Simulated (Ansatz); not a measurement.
Isolated molecules relaxed with PBE0-D4/def2-TZVP in Ansatz; ΔE leaves out vibrations. CBS: MP2 limit from def2 TZ/QZ plus the TZ coupled-cluster correction, frozen cores. This one scheme is used for every species. Functionals use def2-TZVPP. B3LYP here is the variant with VWN-RPA as its local correlation; programs differ in this. One conformer a species, not always the lowest.

Reaction (formal hydrolysis of the Si–F bond): `OCN[SiH2]F` + H₂O → `OCN[SiH2]O` + H–F

```tsv
level	ΔE (kJ/mol)	difference from CCSD(T)/CBS
PBE-D4	47.5	-0.6
r2SCAN-D4	49.2	1.1
PBE0-D4	47.1	-1.0
B3LYP-D4	49.8	1.7
ωB97M-V	48.3	0.2
B2PLYP	51.0	2.9
PBE	50.3	2.2
PBE0	49.5	1.4
B3LYP	54.4	6.3
SCS-MP2/def2-TZVPP	47.6	-0.5
HF/def2-QZVPP	58.5	10.4
MP2/def2-QZVPP	46.2	-1.9
SCS-MP2/def2-QZVPP	49.2	1.1
HF/CBS(def2)	58.7	10.6
MP2/CBS(def2)	46.4	-1.7
CCSD/CBS(def2)	49.8	1.7
CCSD(T)/CBS	48.1	0
```

Largest T1 diagnostic among the species: 0.011.

In def2-TZVPP, CCSD(T) changes the Hartree–Fock value by −10.5 kJ/mol (the triples alone add −1.7 kJ/mol) and MP2 by −12.2 kJ/mol. The D4 term adds −4.5 kJ/mol with B3LYP and −2.4 kJ/mol with PBE0; it sums over pairs of atoms, weighted by their polarisabilities, and B3LYP, whose exchange is more repulsive, gets the larger term.
